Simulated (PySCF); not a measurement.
An unknown gives this computed stick spectrum. Theory: TDDFT PBE0/def2-SVPD, vertical, gas phase, core orbitals frozen in the response (PySCF). Geometries: PBE0-D3(BJ)/def2-SVP, one conformer each.

| state | ν̃ (cm⁻¹) | f | main configurations (H = HOMO, L = LUMO) |
| --- | --- | --- | --- |
| S1 | 51570 | 0.0046 | H→L (91%) |
| S2 | 58110 | 0.032 | H-1→L (84%) |
| S3 | 59950 | 0.0066 | H→L+1 (26%), H→L+4 (26%), H→L+3 (8%) |
| S4 | 62370 | 0.0071 | H-2→L (80%) |
| S5 | 63830 | 0.036 | H→L+1 (20%), H-3→L (18%), H→L+2 (16%) |
| S6 | 64080 | 0.0081 | H-1→L+3 (30%), H-1→L+1 (14%), H-1→L+5 (11%) |
| S7 | 65010 | 0.020 | H→L+2 (49%), H-1→L+4 (17%) |
| S8 | 65410 | 0.0021 | H→L+2 (26%), H-3→L (23%), H→L+1 (19%) |
| S9 | 66740 | 0.0063 | H-3→L (36%), H→L+4 (21%), H→L+3 (20%) |
| S10 | 68680 | 0.027 | H→L+5 (62%), H→L+3 (28%) |

Question: Which candidate is it? All have the formula C2H7BN2.
A. `C[NH2+][BH2-]C#N`
B. `C=CB(N)N`
C. `CC#[N+][BH2-]N`

Answer: A. Its S1, at 6.39 eV, is the highest among the candidates; the nearest of the others has S1 at 5.74 eV. S1 is HOMO→LUMO (91%). Löwdin shares by element: HOMO nitrogen 30% or more, carbon 22% or more, boron 21%, hydrogen 12% or more (atoms not listed hold the other 16%); LUMO hydrogen 33% or more, boron 17%, carbon 13% or more (atoms not listed hold the other 36%). At the same level the other candidates give, for their lowest levels:
- `CC#[N+][BH2-]N`: 4.81 eV (f 0.032); 4.86 eV (f 0.000); 5.31 eV (f 0.012); 5.85 eV (f 0.001); 6.20 eV (f 0.004); T1 4.50 eV; HOMO -6.14, LUMO -0.25 eV
- `C=CB(N)N`: 5.74 eV (f 0.035); 6.04 eV (f 0.001); 6.64 eV (f 0.146); 6.76 eV (f 0.228); 6.83 eV (f 0.008); T1 4.04 eV; HOMO -6.95, LUMO -0.18 eV

Shape of the structure used: `[CH3:1][NH2+:2][BH2-:3][C:4]#[N:5]`: C1–N2–B3–C4 -62°.
Triplets come from the Tamm–Dancoff approximation.
